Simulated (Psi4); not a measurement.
A dimer, CF4 ··· BCl3 (SMILES FC(F)(F)F and ClB(Cl)Cl), singlet; the first 5 atoms form monomer A.

```
9

F     -0.6669    -0.6508    -0.9433
C      0.0000     0.0000     0.0000
F     -0.5182     1.2110     0.1516
F     -0.0890    -0.6650     1.1439
F      1.2741     0.1047    -0.3523
Cl     3.3808     1.6997    -5.5106
B      3.7763     0.8283    -4.0512
Cl     5.3305     1.0580    -3.2912
Cl     2.6181    -0.2745    -3.3523
```

**Question.** What interaction energy does SAPT0/jun-cc-pVDZ, frozen core (Psi4) give, and which attractive term is the largest?

**Answer.** Total 0.02 kJ/mol: electrostatics -0.93, exchange 3.34, induction -0.15, dispersion -2.24. The most attractive term is dispersion.
